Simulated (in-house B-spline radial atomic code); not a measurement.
How numerical settings move a run on the manganese ion Mn²⁺, [Ar] 3d5. Computed with an all-electron radial atomic-structure program (B-spline basis): non-relativistic Hartree-Fock, spin-polarised, averaged over the determinants with the given up and down occupations, point nucleus.

Command:
```bash
python run_scf.py task.json out
```
Settings of the sound reference run:
```
Z                25
electrons        23
configuration    [Ar] 3d5
hamiltonian      nr
method           hf
spin_polarised   True
knot_spacing     0.22
spline_order     8
gauss_points     12
box_radius       22.22
max_iterations   70
damping          0.5
damped_steps     3
diis_vectors     10
tolerance        1e-08
start            Thomas-Fermi
```

Run time, properties included: 0.18 s on 1 thread of Arm Neoverse N1, on a shared host.

It converges in 11 iterations to -1149.110619 hartree, with 3d up at -35.0591 eV. The other runs change the listed settings, some to values that make no sense; their results aren't properties of the atom or ion. Radii are in bohr (the nuclear one in fm), a minus after a letter asks for a j subshell, and «unchanged» means within 1e-8 hartree. The run stops when the residual is below 10 × tolerance × max(1, Z/10), or a noise floor if that is larger, and the energy moves by less than 1e-8 × √|E| hartree; so very loose and very tight tolerances often act alike.

| changed settings | outcome |
| --- | --- |
| diis_vectors = 20 | converged in 11 iterations, energy unchanged |
| tolerance = 1e-06 | converged in 9 iterations, energy unchanged, 3d up level +3.5e-04 eV |
| diis_vectors = 1 | converged in 24 iterations, energy unchanged, 3d up level +1.6e-05 eV |
| knot_spacing = 0.3, box_radius = 6.67, first_knot = 0.12, max_iterations = 100, damping = 0 | converged in 12 iterations, energy +3.47e-03 hartree from the reference, 3d up level +7.3e-04 eV (the program warns: 3d up reaches the box edge) |
| diis_vectors = 0 | converged in 32 iterations, energy unchanged, 3d up level +5.9e-07 eV |
| electrons = 31, configuration = [Ar] 3d5 5s2 5p6, max_iterations = 50 | not converged after 50 iterations, last residual 1.3e-02 |
| damping = 0.2 | converged in 11 iterations, energy unchanged, 3d up level -8.7e-07 eV |
| gauss_points = 4, max_iterations = 50, damping = 0.95, start = bare nucleus | converged in 13 iterations, energy -4.07e-07 hartree from the reference, 3d up level -2.1e-06 eV |
| damping = 0.8 | converged in 12 iterations, energy unchanged, 3d up level -1.3e-06 eV |
| hamiltonian = dirac, method = revtpss,revtpss, spin_polarised = False, nucleus = fermi, rms_radius = 3.7057, mass_number = 55, atomic_mass = 54.93804, speed_of_light = 137.036 | stopped with error: meta-GGAs are not served with the Dirac Hamiltonian |
| gauss_points = 16, max_iterations = 60, diis_vectors = 20, tolerance = 1e-13, start = bare nucleus | converged in 12 iterations, energy unchanged |
| damping = 0 | converged in 12 iterations, energy unchanged, 3d up level -7.6e-07 eV |

Problem. What happens with max_iterations = 12, damped_steps = 8, diis_vectors = 1, tolerance = 0.0001?

Solution. Not converged after 12 iterations, last residual 6.6e-05, last energy +6.27e-08 hartree from the reference.

Problem. What happens with electrons = 24, configuration = [Ar] 3d5 4s-1, max_iterations = 75?

Solution. Stopped with error: j subshells need the Dirac Hamiltonian and l > 0.

Problem. What happens with knot_spacing = 0.55, max_iterations = 60, diis_vectors = 0?

Solution. Converged in 33 iterations, energy +2.11e-02 hartree from the reference, 3d up level -4.0e-03 eV.

Problem. What happens with damping = 0.95?

Solution. Converged in 12 iterations, energy unchanged, 3d up level -4.2e-06 eV.
